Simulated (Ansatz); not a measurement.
`[Cl][Ga]([Cl])[I]` + CH₃SH → `C[S][Ga]([Cl])[Cl]` + HI at 400 K and 1 bar (ligand exchange at a Ga–I bond).

Program: Ansatz. Geometries: PBE0-D4/def2-TZVP. ΔE: electronic, gas phase. CCSD(T)/CBS is the MP2 limit (def2-TZVPP, def2-QZVPP) plus CCSD(T) − MP2 in def2-TZVPP, frozen cores. This one scheme is used for every species. Elements past krypton have def2 core potentials. For Ga, I outer-core shells are correlated without core-valence functions, which leaves a few kJ/mol of doubt a bond. Scalar relativity is left out up to krypton. Each species was taken in one conformer, which may not be the lowest.

| species | CCSD(T)/CBS energy (Eh) | H − E (kJ/mol) | S (J/(mol·K)) |
| --- | --- | --- | --- |
| `[Cl][Ga]([Cl])[I]` | -3141.09973 | 34.9 | 377.7 |
| CH₃SH | -438.22835 | 138.7 | 269.4 |
| `C[S][Ga]([Cl])[Cl]` | -3281.27922 | 145.3 | 427.2 |
| HI | -298.03592 | 25.7 | 215.0 |

H − E and S are ideal-gas, rigid-rotor, harmonic terms from PBE0-D4/def2-TZVP, for one conformer and one mirror image of each species. 1 Eh = 2625.50 kJ/mol, R = 8.31446 J/(mol·K).

Problem. By hand: ΔE, ΔH, ΔS and ΔG.

Solution. ΔE = (-3281.27922) + (-298.03592) − (-3141.09973) − (-438.22835) = 0.01294 Eh = 34.0 kJ/mol. Δ(H − E) = 145.3 + 25.7 − 34.9 − 138.7 = -2.6, so ΔH = 31.4 kJ/mol. ΔS = 427.2 + 215.0 − 377.7 − 269.4 = -4.9 J/(mol·K). ΔG = 31.4 − 400 × (-4.9)/1000 = 33.4 kJ/mol.

Problem. By hand: the equilibrium constant, and the temperature at which ΔG would vanish if ΔH and ΔS stayed fixed.

Solution. log₁₀ K = −ΔG/(RT ln 10) = -4.4. ΔH and −TΔS have one sign here, so there is no such temperature. One of them is within its doubt of zero, so this could turn.

The number of gas molecules stays the same, so ΔS is small and ΔH decides. A doubt of 5 kJ/mol in ΔE shifts log₁₀ K by 0.7 here. Other conformers and mirror images would add mixing entropy, several J/(mol·K) or more a flexible species. Modes under 60 cm⁻¹, often nearly free rotors, make the harmonic entropy too high. These are equilibria of isolated gas molecules and say nothing of rates. Largest T1 diagnostic: 0.011 (customary marks: 0.02 for closed shells, 0.045 for open ones).
